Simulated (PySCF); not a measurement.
Ionisation energy of Rb(18+) by level of theory

Rb(18+) [Ar] 3d1 [3d3/2^1, M_J = 3/2] → Rb(19+) [Ar], as a difference of total energies. Calculation: PySCF 2.14, in an uncontracted even-tempered set (17 s from 1.9 bohr⁻², ratio 2.8; 12 p from 2.4 bohr⁻², ratio 2.8; 8 d from 2.4 bohr⁻², ratio 2.8; 4 f from 7.2 bohr⁻², ratio 3); the two-component X2C-1e Hamiltonian. Correlated levels: [Ne] frozen; the 76 highest virtual spinors dropped. "Screened" scales the spin-orbit matrix elements by Boettger's factors to mimic the two-electron term; Breit and QED terms are absent.

| method | ionisation energy (eV) |
| --- | --- |
| GHF (spin-free) | 704.47 |
| GMP2 (spin-free) | 704.54 |
| GHF (screened spin-orbit) | 705.82 |
| GMP2 (screened spin-orbit) | 705.91 |

Breit and QED terms and the two-electron picture change are absent.

The spin-free rows lack the spin-orbit shift.

For comparison: 706 ± 2.2 eV (theoretical estimate listed by NIST; NIST Atomic Spectra Database, ionization energies).
